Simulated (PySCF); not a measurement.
# Deuteron quadrupole couplings in `CN[SiH2][SiH2][SiH2]F`

Compound: CH10FNSi3.
Atom-mapped SMILES: `[CH3:1][NH:2][SiH2:3][SiH2:4][SiH2:5][F:6]` (hydrogens: H7, H8, H9 on C1; H10 on N2; H11, H12 on Si3; H13, H14 on Si4; H15, H16 on Si5)

Cartesian coordinates in Å at the GFN2-xTB level; atoms count from 1:
```xyz
16
CH10FNSi3 angstrom
C     -1.8689    0.8635    0.2624
N     -1.8606   -0.3181   -0.5658
Si    -0.4613   -0.9281   -1.3655
Si     1.1902   -1.1973    0.2403
Si     2.1938    0.7330    1.0203
F      1.7269    1.9196    0.0155
H     -2.7251    0.8379    0.9404
H     -0.9582    0.8930    0.8595
H     -1.9183    1.7900   -0.3216
H     -2.7421   -0.4270   -1.0453
H     -0.9800   -2.1568   -1.9791
H      0.0242   -0.0861   -2.4810
H      0.7215   -1.9407    1.4256
H      2.2475   -2.0747   -0.2986
H      1.7537    1.2581    2.3136
H      3.6492    0.8427    0.9680
```

Level: PBE0/pcSseg-1 (PySCF, non-relativistic); Q(2H) = 0.00286 b; rigid geometry, the same for H and D, with no vibrational averaging.

Problem. Rank these positions by the coupling χzz of a deuteron there, largest first.
A. H7 (methyl hydrogen)
B. H12 (Si–H hydrogen)
C. H9 (methyl hydrogen)
D. H10 (N–H hydrogen)
E. H16 (Si–H hydrogen)
F. H8 (methyl hydrogen)

Solution. D (282 kHz), F (208 kHz), A (203 kHz), C (197 kHz), E (109 kHz), B (100 kHz).

Problem. Tabulate Vzz, the asymmetry η and χzz = 234.96 MHz × Q × Vzz for every hydrogen position.

Solution. 
```json
{"atom": "H7", "bonded to": "C1", "bond length (Å)": "1.092", "Vzz (au)": "0.3019", "η": "0.05", "χzz (kHz)": "203"}
{"atom": "H8", "bonded to": "C1", "bond length (Å)": "1.089", "Vzz (au)": "0.3103", "η": "0.09", "χzz (kHz)": "208"}
{"atom": "H9", "bonded to": "C1", "bond length (Å)": "1.096", "Vzz (au)": "0.2933", "η": "0.05", "χzz (kHz)": "197"}
{"atom": "H10", "bonded to": "N2", "bond length (Å)": "1.009", "Vzz (au)": "0.4193", "η": "0.19", "χzz (kHz)": "282"}
{"atom": "H11", "bonded to": "Si3", "bond length (Å)": "1.468", "Vzz (au)": "0.1595", "η": "0.04", "χzz (kHz)": "107"}
{"atom": "H12", "bonded to": "Si3", "bond length (Å)": "1.479", "Vzz (au)": "0.1491", "η": "0.03", "χzz (kHz)": "100"}
{"atom": "H13", "bonded to": "Si4", "bond length (Å)": "1.476", "Vzz (au)": "0.1580", "η": "0.02", "χzz (kHz)": "106"}
{"atom": "H14", "bonded to": "Si4", "bond length (Å)": "1.476", "Vzz (au)": "0.1578", "η": "0.01", "χzz (kHz)": "106"}
{"atom": "H15", "bonded to": "Si5", "bond length (Å)": "1.464", "Vzz (au)": "0.1601", "η": "0.02", "χzz (kHz)": "108"}
{"atom": "H16", "bonded to": "Si5", "bond length (Å)": "1.460", "Vzz (au)": "0.1626", "η": "0.03", "χzz (kHz)": "109"}
```

Problem. Average by the element that carries the hydrogen.

Solution. on C: 203 kHz over 3 positions, mean bond length 1.093 Å; on N: 282 kHz over 1 position, mean bond length 1.009 Å; on Si: 106 kHz over 6 positions, mean bond length 1.471 Å.

Problem. How does χzz go with the bond length over the 6 Si–H bonds?

Solution. A straight-line fit has a slope of -3.4 kHz for each 0.01 Å, with a correlation coefficient of -0.83, over lengths from 1.460 to 1.479 Å. The longer bonds have the smaller couplings here.

Geometry: GFN2-xTB, one conformer, isolated molecule. GFN2-xTB bond lengths can be off by several hundredths of an ångström, more for odd bonds, and the gradients follow them. These gradients aren't converged with respect to the basis.
